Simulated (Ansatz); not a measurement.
Mulliken charges of BrClFHOSn, SMILES `[OH][Sn]([F])([Cl])[Br]` from PBE/def2-TZVPP in Ansatz (PBE0-D4/def2-TZVP geometry).

```csv
atom,x (Å),y (Å),z (Å),charge (e)
O1,-0.340,-0.119,1.553,-0.445
Sn2,0.010,-0.154,-0.344,1.193
F3,1.768,-0.820,-0.610,-0.403
Cl4,-1.434,-1.635,-1.294,-0.285
Br5,-0.061,2.059,-1.358,-0.254
H6,0.101,0.606,2.006,0.193
```

Q: By hand: the dipole of these point charges (1 e Å = 4.8032 D).

A: Σ q r = (-0.106, 0.260, 0.245) e Å, of length 0.373 e Å = 1.79 D.

Q: How does the dipole of the full density compare? (Estimate.)

A: The calculation gave: (-0.088, 0.347, 0.165) e Å, 1.89 D; the point charges give 0.95 times that, at 18° from its direction.

Point charges leave out the atoms' own dipoles, such as those of lone pairs, and Mulliken's split depends on the basis, so the close match here is no proof of good charges.
